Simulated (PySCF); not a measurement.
C₂H₆Cl₂Si.
Numbering: `[Cl:1][CH2:2][SiH2:3][CH2:4][Cl:5]` (hydrogens: H6, H7 on C2; H8, H9 on Si3; H10, H11 on C4)

Level of theory: PBE0-D3(BJ)/def2-SVP geometry optimisation, gas phase (PySCF).

Some entries are withheld. Bonds in one row agree within 0.01 Å.

```tsv
coordinate	value
Cl1–C2, C4–Cl5	?
C2–Si3, Si3–C4	?
C2–H6 and 3 like bonds	1.100 Å
Si3–H8, Si3–H9	1.492 Å
Cl1–C2–Si3	109.4°
Cl1–C2–H6	?
Si3–C2–H6	111.9°
H6–C2–H7	107.8°
C2–Si3–C4	?
C2–Si3–H8	?
H8–Si3–H9	110.2°
```

Q: Estimate the withheld lengths and angles.

A: 
- Cl1–C2, C4–Cl5 = 1.793 Å, drawn single (alkyl chlorine to sp3 C–Cl carbon); 0.01 Å above the sum of covalent radii, 1.78 Å.
- C2–Si3, Si3–C4 = 1.892 Å, drawn single (sp3 C–Cl carbon to SiH2 silicon); 0.02 Å above the sum of covalent radii, 1.87 Å.
- Cl1–C2–H6 = 107.7°, at the sp3 C–Cl carbon; the outer atoms are 2.373 Å apart.
- C2–Si3–C4 = 108.8°, at the SiH2 silicon; the outer atoms are 3.076 Å apart.
- C2–Si3–H8 = 108.9°, at the SiH2 silicon; the outer atoms are 2.768 Å apart.

Radii are Cordero's, carbon taken as 0.76, 0.73 or 0.69 Å for four, three, and two or fewer neighbours.

Stationary, but not proved a minimum. One conformer, not necessarily the lowest (Cl1–C2–Si3–C4 -56°, C2–Si3–C4–Cl5 180°).
